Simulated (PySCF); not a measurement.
# Electronic absorption of C5H3NS2

Species: C5H3NS2.
Atom-mapped SMILES: `[N:1]#[C:2][S:3][c:4]1[cH:5][cH:6][s:7][cH:8]1` (hydrogens: H9 on C5; H10 on C6; H11 on C8)

The calculation used TDDFT PBE0/def2-SVPD, vertical, gas phase, core orbitals frozen in the response (PySCF 2.14.0, density-fitted response routines). The structure is a single PBE0-D3(BJ)/def2-SVP conformer in the gas phase; no vibrational or solvent corrections.

| state | E (eV) | λ (nm) | ν̃ (cm⁻¹) | f | main configurations (H = HOMO, L = LUMO) |
| --- | --- | --- | --- | --- | --- |
| S1 | 5.10 | 243.1 | 41140 | 0.011 | H→L+1 (55%), H→L (28%) |
| S2 | 5.29 | 234.4 | 42660 | 0.055 | H→L (52%), H→L+1 (30%) |
| S3 | 5.70 | 217.4 | 46000 | 0.043 | H-1→L (74%) |
| S4 | 5.86 | 211.6 | 47270 | 0.0011 | H-1→L+1 (65%), H-2→L (12%), H→L+1 (9%) |
| S5 | 5.99 | 207.0 | 48320 | 0.031 | H-2→L (41%), H→L+2 (24%), H-1→L+1 (10%) |
| S6 | 6.11 | 202.8 | 49310 | 0.013 | H→L+2 (45%), H-2→L+1 (15%), H-2→L (12%) |
| S7 | 6.26 | 198.1 | 50470 | 0.025 | H-2→L+1 (58%), H→L+2 (14%), H-1→L+3 (9%) |
| S8 | 6.36 | 195.0 | 51290 | 0.010 | H→L+3 (46%), H-1→L+2 (35%) |
| S9 | 6.51 | 190.5 | 52500 | 0.022 | H-1→L+3 (36%), H→L+3 (20%), H-1→L+2 (10%) |
| S10 | 6.76 | 183.4 | 54540 | 0.013 | H→L+4 (76%) |

Triplets (Tamm–Dancoff): T1 3.77 eV, H→L (47%), H-1→L (43%); T2 4.44 eV, H-1→L (43%), H→L (32%), H-2→L (18%); T3 4.74 eV, H→L+1 (76%), H-2→L+1 (9%); T4 5.28 eV, H-2→L (46%), H→L+2 (23%), H→L+3 (8%).

The lowest singlet comes at 243 nm (492 kJ/mol) in the ultraviolet; it is weak; its leading configuration is HOMO→LUMO+1 (55%). The most intense listed level is S2 at 5.29 eV (234 nm, f = 0.055), 0.19 eV above S1. Löwdin shares by element: HOMO sulfur 31% or more, carbon 28% or more, nitrogen 10% (atoms not listed hold the other 31%); LUMO carbon 55% or more, sulfur 22% or more (atoms not listed hold the other 22%). Weighted by f, the mean energy of these states is 5.87 eV. Of the 10 states listed, 9 reach f = 0.01 and none stays under 0.0005. The listed states span 1.66 eV, and the widest gap between neighbours is 0.41 eV (S2 to S3). The vertical ionisation energy (ΔSCF) is 9.31 eV, 2.55 eV above S10. The window holds the lowest 10 singlets.

Hardware: one thread, Arm Neoverse V1, no GPU, on a shared host. Cost: 3.9 min of wall time.
